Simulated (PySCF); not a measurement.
Isomers of C6H8N2S. Level of theory: PBE0-D3(BJ)/def2-SVP geometry optimisation, gas phase in PySCF 2.14.0. One conformer each; no zero-point energy, no entropy. No frequencies were run at this level. Point groups hold within 0.08 Å.

Task: Rank from lowest to highest electronic energy at this level (kJ/mol).
A. `[CH3:1][C:2](=[S:3])[c:4]1[cH:5][cH:6][n:7]([CH3:8])[n:9]1` with C1–C2–C4–C5 179°
B. `[CH3:1][C@@H:2]1[CH2:3][C@@H:4]1[c:5]1[cH:6][n:7][s:8][n:9]1` with C3–C4–C5–C6 167°

Result: A (0.0), B (44.8).

As drawn, the lower has an N–N linkage and a C=S bond, which the higher lacks; the higher has a three-membered ring, which the lower lacks.

```csv
SMILES,E (Eh),E rel (kJ/mol),dipole (D),point group,"A, B, C (MHz)"
CC(=S)c1ccn(C)n1,-740.22950,0.0,5.17,near Cs,"3433, 843.8, 683.1"
C[C@@H]1C[C@@H]1c1cnsn1,-740.21243,44.8,2.05,C1,"3195, 919.7, 852.7"
```
